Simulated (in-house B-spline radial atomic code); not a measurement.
A calculation on V: its settings, and results tabulated from the run. Method: non-relativistic RPBE, spin-polarised, spherical fractional occupations, point nucleus. Calculated with a radial B-spline atomic code at the basis-set limit.

Command:
```bash
python run_scf.py task.json out
```
Settings:
```
Z                23
configuration    [Ar] 3d3 4s2
hamiltonian      nr
method           rpbe,pbe
spin_polarised   True
```

Output (hartree, bohr):
```
 radial grid: 56 intervals, B-splines of order 8, outer radius 50 bohr

 iter        energy (Eh)    residual
    1        -937.942343    3.15e-01
    2        -940.011173    3.14e-01
    3        -943.635871    6.56e-02
    4        -943.814031    2.41e-02
    5        -943.827252    5.01e-03
    6        -943.828518    1.13e-03
    7        -943.828522    3.44e-04
    8        -943.828524    2.33e-04
    9        -943.828527    1.21e-05
   10        -943.828527    1.28e-06
   11        -943.828527    2.20e-07

 total energy                      -943.82853
 kinetic                             943.0072
 electron-nucleus                  -2237.3524
 Hartree                             395.6065
 exchange-correlation                -45.0898

 orbital      occ     eigenvalue          <r>       <r^2>       <1/r>     <1/r^2>       r_max
 1s up      1.000      -195.7257    0.0670336  0.00602908     22.5294     1022.58     0.04409
 1s down    1.000      -195.7262    0.0670336  0.00602906     22.5294     1022.58     0.04409
 2s up      1.000       -21.8756     0.311033    0.114286     4.73507     92.1035      0.2581
 2s down    1.000       -21.8396      0.31062    0.113959     4.74141     92.3314      0.2579
 2p up      3.000       -18.4393     0.275258   0.0933015     4.67411     30.0933      0.2092
 2p down    3.000       -18.4123     0.274807   0.0929607     4.67982     30.1547      0.2091
 3s up      1.000        -2.5796      0.95589     1.05383     1.46936     13.2764      0.8263
 3s down    1.000        -2.4757     0.956911     1.05639     1.46654     13.2037      0.8266
 3p up      3.000        -1.6490      1.01878     1.22269     1.34531     4.02088      0.8481
 3p down    3.000        -1.5458       1.0216     1.23107     1.34137     3.99422      0.8486
 3d up      3.000        -0.2270       1.4008     2.62583    0.976068     1.33098      0.8897
 4s up      1.000        -0.1788       3.3243     12.7987    0.391799     1.07266       2.744
 4s down    1.000        -0.1543      3.54373     14.5611     0.36319    0.871148       2.933

 Slater integrals (Eh)
   F0(3d up,3d up)               0.671731
   F2(3d up,3d up)               0.302315
   F4(3d up,3d up)               0.186563
   F0(3d up,4s up)               0.341871
   G2(3d up,4s up)               0.050106
   F0(3d up,4s down)             0.322917
   F0(4s up,4s up)               0.272089
   F0(4s up,4s down)             0.263322
   F0(4s down,4s down)           0.255446
```

Run time, properties included: 0.14 s on 1 thread of Arm Neoverse V2, with other jobs on the host.
